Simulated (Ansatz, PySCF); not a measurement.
**Ce(BH4)3 in two programs**

Ce(BH4)3 (singlet in the valence; each metal's 4f electrons, 1 of them, lie in its core potential, out of spins and levels), relaxed with PySCF 2.14.0, RKS PBE0, Ce lcecp-1-SVP with ECP47, B def2-SVP, H def2-SVP; non-relativistic Hamiltonian with scalar-relativistic core potentials where named; density fitting; no spin-orbit coupling:

```xyz
16

Ce    0.0000    0.0000    0.0000
B     2.5724    0.0114    0.0000
H     3.7782   -0.0080    0.0000
H     2.0728   -0.5766    0.9952
H     2.0728   -0.5766   -0.9952
H     2.0965    1.1672    0.0000
B    -1.2961    2.2220    0.0000
H    -1.8821    3.2760    0.0000
H    -0.5371    2.0834    0.9952
H    -0.5371    2.0834   -0.9952
H    -2.0591    1.2320    0.0000
B    -1.2763   -2.2335    0.0000
H    -1.8961   -3.2680    0.0000
H    -1.5357   -1.5069    0.9952
H    -1.5357   -1.5069   -0.9952
H    -0.0374   -2.3992    0.0000
```

There the HOMO–LUMO gap is 6.50 eV. The 4f levels lie in the core potential and are missing.

The same geometry by Ansatz 0.2.0 (PBE, PAW with the 4f shell of lanthanides and the 5f shell of actinides in the valence, a periodic box with 9 Å of vacuum; gaps over both spins; site moments in spheres, but by Gaussian weights under spin-orbit coupling, so that the two can't be compared; unpaired electrons at the start: 1, along z under spin-orbit coupling; the open shells may stand above their lowest state):

```json
{"spin-orbit coupling": "without", "U on f (eV)": "0", "gap (eV)": "0.33", "spin moment on Ce1 (μB)": "0.92", "orbital moment of its f shell (μB)": "–", "largest force component (eV/Å)": "0.17"}
```

What does the run without spin-orbit coupling and with U = 5 eV give?

gap (eV): 4.17, spin moment on Ce1 (μB): 0.93, largest force component (eV/Å): 0.18. It took 82 s on 4 threads of Arm Neoverse V1 (shared host), peak memory 1.6 GiB.

Semilocal functionals tend to give orbital moments well under those of Hund's rules.

Without U the plane-wave gap ends on 4f levels, which the Gaussian run lacks; U moves filled and empty 4f levels apart, though the lowest empty ones can remain 4f.

The spin-orbit runs use fully relativistic datasets of their own, so changes of a few hundredths of an eV needn't come from the coupling.

A frequency check found unstable modes (1, the lowest at -21 cm⁻¹), so the relaxed geometry is a saddle point, or these are noise. An lcecp potential fixes the number of 4f electrons, so in runs with it no electron can move into or out of that shell.
